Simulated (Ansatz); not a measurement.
Gas-phase reaction in SMILES: CNB(C)C [N-dimethylboranylmethanamine] -> [CH2]NB(C)C + H atom (the C-H bond at the site shown breaks; other sites are not compared here)
Structures are relaxed separately at B3LYP-D3(BJ)/def2-TZVP in Ansatz (an electronic-structure program), one conformer each, not searched for the lowest.
Geometry of the first species:
```xyz
15

C      1.6089    -1.1548     0.5939
N      0.9805    -0.0611    -0.1237
B     -0.3732     0.2964    -0.1719
C     -0.7904     1.5639    -1.0203
C     -1.4710    -0.5258     0.6212
H      2.3315    -0.7888     1.3293
H      2.1331    -1.8334    -0.0854
H      0.8543    -1.7287     1.1266
H      1.6365     0.5092    -0.6359
H     -1.3487     2.2761    -0.4037
H      0.0481     2.1013    -1.4718
H     -1.4723     1.2752    -1.8273
H     -1.3024    -1.6054     0.6248
H     -2.4740    -0.3484     0.2282
H     -1.4885    -0.2108     1.6713
```
Charge 0, spin multiplicity 1.

Wanted: bond dissociation energy (electronic energy difference), in kcal/mol. Cores are frozen in the correlated levels unless marked. Open shells are spin-unrestricted. Spin-orbit coupling is left out. No relativistic terms. CBS marks a two-point X^-3 extrapolation of the correlation energy; Hartree-Fock from the larger set.

CCSD(T)/CBS(cc-pVTZ,cc-pVQZ) (Ansatz) gives 100.4 kcal/mol.

Question: Another calculation gave 96.3 kcal/mol. Which level was it?
(A) SVWN5/def2-TZVPD (Ansatz)
(B) B3LYP/def2-TZVPD (Ansatz)
(C) revPBE/def2-TZVPD (Ansatz)
(D) wB97M-V/def2-TZVPD (Ansatz)

Answer: B, B3LYP/def2-TZVPD (Ansatz). The others give 104.1 (SVWN5), 92.2 (revPBE), 98.8 (wB97M-V) kcal/mol.
